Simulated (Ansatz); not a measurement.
A run for Ansatz (a first-principles code): R-B3LYP-D3(BJ)/def2-TZVP on FHMgSe (SMILES [F][Mg][SeH]).

Ansatz 0.2 input:
```yaml
crystal:
  periodic: [false, false, false]
  atoms:
    - {symbol: Mg, position_ang: [0.45622460, -0.69952509, -0.06698276]}
    - {symbol: F, position_ang: [1.14708816, -2.20179342, 0.32006707]}
    - {symbol: Se, position_ang: [-0.61509713, 1.27700430, -0.81474413]}
    - {symbol: H, position_ang: [-1.01720950, 1.65779684, 0.53363774]}
basis:
  gaussian:
    orbitals: def2-TZVP
hamiltonian:
  xc: b3lyp
  dispersion: d3bj
relax: {f_tol: 0.003, max_steps: 120}
```

Program output:

```
WARN ansatz: RAYON_NUM_THREADS=1 ignored (pool sized by the plan → 1); use --threads N
Functional definition: B3LYP
integrals: 0.04 GiB planned
897 factors; their error is unknown
mean field: 0.40 GiB planned
mean field evaluation 1: about -73528.8436 eV, gradient 4.9e1 eV
mean field evaluation 2: about -73512.3819 eV, gradient 1.1e2 eV
mean field evaluation 4: about -73532.6887 eV, gradient 6.1e0 eV
mean field evaluation 8: about -73533.1182 eV, gradient 3.3e-1 eV
mean field evaluation 16: about -73533.1183 eV, gradient 9.4e-6 eV
mean field -73533.11831115 eV, -2702.2922553968 hartree, gradient 9.4e-6 eV, S^2 0.000000; 0 other end points of the search recorded, 0 dependent functions left out
the calculation of the forces begins
reference -73533.11853844 eV, -2702.2922637499 hartree; 28, 28 occupied and 89, 89 virtual orbitals, 897 factors
relax step   1: F+E_penalty+E_count = -73533.24585192 eV  Δ(F+E_penalty+E_count) = +0.000e0 eV  max|allowed force component| = 1.189e0 eV/Å  Δτ_max = 0.0000 Å  (26 SCF iters, accepted)
these checks for a lower state are left out or cut short: starts, cluster_reference, orbital_swaps, neighbouring_geometries, increment
integrals: 0.04 GiB planned
897 factors; their error is unknown
mean field: 0.40 GiB planned
mean field -73533.16019444 eV, -2702.2937945796 hartree, gradient 1.3e-5 eV, S^2 0.000000; 0 other end points of the search recorded, 0 dependent functions left out
the calculation of the forces begins
reference -73533.16042209 eV, -2702.2938029455 hartree; 28, 28 occupied and 89, 89 virtual orbitals, 897 factors
relax step   2: F+E_penalty+E_count = -73533.28698917 eV  Δ(F+E_penalty+E_count) = -4.114e-2 eV  max|allowed force component| = 6.486e-1 eV/Å  Δτ_max = 0.0426 Å  (31 SCF iters, accepted)
these checks for a lower state are left out or cut short: starts, cluster_reference, orbital_swaps, neighbouring_geometries, increment
integrals: 0.04 GiB planned
897 factors; their error is unknown
mean field: 0.40 GiB planned
mean field -73533.17280188 eV, -2702.2942578945 hartree, gradient 1.7e-5 eV, S^2 0.000000; 0 other end points of the search recorded, 0 dependent functions left out
the calculation of the forces begins
reference -73533.17302929 eV, -2702.2942662516 hartree; 28, 28 occupied and 89, 89 virtual orbitals, 897 factors
relax step   3: F+E_penalty+E_count = -73533.29928702 eV  Δ(F+E_penalty+E_count) = -1.230e-2 eV  max|allowed force component| = 6.376e-2 eV/Å  Δτ_max = 0.0733 Å  (30 SCF iters, accepted)
these checks for a lower state are left out or cut short: starts, cluster_reference, orbital_swaps, neighbouring_geometries, increment
integrals: 0.04 GiB planned
897 factors; their error is unknown
mean field: 0.40 GiB planned
mean field evaluation 32: about -73532.8219 eV, gradient 1.8e-2 eV
mean field -73533.17214577 eV, -2702.2942337829 hartree, gradient 1.4e-5 eV, S^2 0.000000; 0 other end points of the search recorded, 0 dependent functions left out
the calculation of the forces begins
reference -73533.17237273 eV, -2702.2942421233 hartree; 28, 28 occupied and 89, 89 virtual orbitals, 897 factors
relax step   4: F+E_penalty+E_count = -73533.29899391 eV  Δ(F+E_penalty+E_count) = +2.931e-4 eV  max|allowed force component| = 9.032e-2 eV/Å  Δτ_max = 0.0627 Å  (31 SCF iters, rejected (line search))
these checks for a lower state are left out or cut short: starts, cluster_reference, orbital_swaps, neighbouring_geometries, increment
integrals: 0.04 GiB planned
897 factors; their error is unknown
mean field: 0.40 GiB planned
mean field -73533.17435648 eV, -2702.2943150250 hartree, gradient 1.2e-5 eV, S^2 0.000000; 0 other end points of the search recorded, 0 dependent functions left out
the calculation of the forces begins
reference -73533.17458366 eV, -2702.2943233736 hartree; 28, 28 occupied and 89, 89 virtual orbitals, 897 factors
relax step   5: F+E_penalty+E_count = -73533.30101872 eV  Δ(F+E_penalty+E_count) = -1.732e-3 eV  max|allowed force component| = 4.945e-3 eV/Å  Δτ_max = 0.0313 Å  (31 SCF iters, accepted)
these checks for a lower state are left out or cut short: starts, cluster_reference, orbital_swaps, neighbouring_geometries, increment
integrals: 0.04 GiB planned
897 factors; their error is unknown
mean field: 0.40 GiB planned
mean field -73533.17439518 eV, -2702.2943164472 hartree, gradient 1.2e-5 eV, S^2 0.000000; 0 other end points of the search recorded, 0 dependent functions left out
the calculation of the forces begins
reference -73533.17462237 eV, -2702.2943247963 hartree; 28, 28 occupied and 89, 89 virtual orbitals, 897 factors
relax step   6: F+E_penalty+E_count = -73533.30105088 eV  Δ(F+E_penalty+E_count) = -3.216e-5 eV  max|allowed force component| = 4.721e-3 eV/Å  Δτ_max = 0.0050 Å  (32 SCF iters, accepted)
these checks for a lower state are left out or cut short: starts, cluster_reference, orbital_swaps, neighbouring_geometries, increment
integrals: 0.04 GiB planned
897 factors; their error is unknown
mean field: 0.40 GiB planned
mean field -73533.17440724 eV, -2702.2943168903 hartree, gradient 1.2e-5 eV, S^2 0.000000; 0 other end points of the search recorded, 0 dependent functions left out
the calculation of the forces begins
reference -73533.17463444 eV, -2702.2943252398 hartree; 28, 28 occupied and 89, 89 virtual orbitals, 897 factors
relax step   7: F+E_penalty+E_count = -73533.30105293 eV  Δ(F+E_penalty+E_count) = -2.052e-6 eV  max|allowed force component| = 3.796e-4 eV/Å  Δτ_max = 0.0011 Å  (33 SCF iters, accepted)
integrals: 0.04 GiB planned
897 factors; their error is unknown
mean field: 0.40 GiB planned
mean field evaluation 64: about -73533.1744 eV, gradient 1.2e-5 eV
mean field -73533.17440724 eV, -2702.2943168903 hartree, gradient 1.2e-5 eV, S^2 0.000000; 1 other end points of the search recorded, 0 dependent functions left out
the calculation of the forces begins
reference -73533.17463444 eV, -2702.2943252398 hartree; 28, 28 occupied and 89, 89 virtual orbitals, 897 factors
Total energy: -73533.30128013 eV, -2702.2989793831 hartree
Atom 0 at     0.416120    -0.715609    -0.121785 Å, force    -0.000198     0.000380    -0.000098 eV/Å
Atom 1 at     1.180466    -2.215142     0.375487 Å, force     0.000078    -0.000130    -0.000032 eV/Å
Atom 2 at    -0.625247     1.338342    -0.839336 Å, force     0.000172    -0.000371     0.000238 eV/Å
Atom 3 at    -1.000333     1.625891     0.557613 Å, force    -0.000052     0.000122    -0.000108 eV/Å
Dipole moment:    -0.101616     0.174185     0.026015 e Å
```

The calculation finished and met its thresholds.

Cost: about 22 core-seconds (a rough figure).
